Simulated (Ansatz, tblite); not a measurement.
Isomers of Zn3O3 (singlet), found by a short tight-binding search and relaxed with r2SCAN-D4/def2-SVP in Ansatz.

The xTB rows come from tblite. Correlated methods freeze 30 core orbitals.

Run but left out: HF/def2-SVP (A: restricted singlet, unstable towards broken spin symmetry); HF/def2-TZVP (A: restricted singlet, unstable in another Hartree–Fock run and untested here).

A further structure is left out (at the level of its geometry, an occupied level 0.23 eV above an empty one); at PBE0-D4/def2-TZVP its energy lies 3.91 eV above the lowest shown.

A: The restricted singlet is unstable towards broken spin symmetry in Hartree–Fock (as tested in another run); at PBE-D4/def2-TZVP, r2SCAN-D4/def2-TZVP, PBE0-D4/def2-TZVP, r2SCAN0-D4/def2-TZVP this wasn't settled. At CCSD(T)/def2-SVP T1 of the charge 0 singlet is large (up to 0.029), so the single-reference result is doubtful. At CCSD(T)/def2-SVP the restricted singlet (for correlated methods, its reference) is unstable: a solution with broken spin symmetry lies lower. It holds 2 O–O bonds. B: At CCSD(T)/def2-SVP T1 of the charge 0 singlet is large (up to 0.021), so the single-reference result is doubtful.

Other spin states weren't relaxed.

A:

Cartesian coordinates in Å:
```
Zn -0.859 -0.878 -1.835
Zn 1.213 0.723 1.403
Zn 1.247 -0.211 -0.788
O -0.145 -0.846 0.878
O -1.110 0.034 0.335
O -0.346 1.179 0.007
```

B:

Cartesian coordinates in Å:
```
Zn -0.405 1.300 0.638
Zn 0.035 -0.124 -1.499
Zn 0.370 -1.177 0.861
O -0.495 1.571 -1.149
O 0.541 -1.736 -0.852
O -0.047 0.165 2.001
```

Q: Estimate which lies lowest at each level, and how far above it the others are (kJ/mol).

A: 
| level | A | B |
| --- | --- | --- |
| GFN1-xTB | 79.0 | 0.0 |
| GFN2-xTB | 101.1 | 0.0 |
| PBE-D4/def2-TZVP | 552.0 | 0.0 |
| r2SCAN-D4/def2-TZVP | 623.5 | 0.0 |
| PBE0-D4/def2-TZVP | 602.5 | 0.0 |
| r2SCAN0-D4/def2-TZVP | 646.3 | 0.0 |
| MP2/def2-SVP | 703.1 | 0.0 |
| CCSD/def2-SVP | 611.6 | 0.0 |
| CCSD(T)/def2-SVP | 592.9 | 0.0 |
Point groups (tolerance 0.1 Å): A Cs, B D3h. Lower isomers may exist.
